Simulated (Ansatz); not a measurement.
The lowest singlet and triplet of BH (SMILES [BH]); geometries from B3LYP-D3(BJ)/def2-TZVP, each state relaxed from the structure named, with no frequency check.
Singlet at the triplet's geometry (charge 0, multiplicity 1):
| atom | x (Å) | y (Å) | z (Å) |
|---|---|---|---|
| B | 0.0000 | 0.0000 | -0.1987 |
| H | 0.0000 | 0.0000 | 0.9933 |

A positive gap puts the triplet lower; no zero-point energy. R- takes a restricted singlet. U- takes an unrestricted singlet (broken symmetry where lower, unprojected). The triplet is unrestricted in single-reference levels. Active spaces average the two states.

Cores are frozen in the correlated methods.

Run with Ansatz (Gaussian orbitals). Each number belongs to the level named beside it.

**Question.** What is the computed gap E(singlet) − E(triplet), vertical, at the triplet's geometry (R-BHLYP/def2-TZVPP)?

**Answer.** -25.2 kcal/mol

**Question.** Predict the gap E(singlet) − E(triplet), vertical, at the triplet's geometry from SA-CASSCF(4,5)/cc-pVQZ.

**Answer.** -30.3 kcal/mol

**Question.** Predict the gap E(singlet) − E(triplet), vertical, at the triplet's geometry from U-CCSD/cc-pVDZ (spin-contaminated).

**Answer.** -28.6 kcal/mol

Doubts at one or more of the structures used: a restricted determinant that unrestricted orbitals would lower (R-BHLYP/def2-TZVPP); T1 above 0.05 (U-CCSD/cc-pVDZ (spin-contaminated)).

Ansatz is an electronic-structure program.
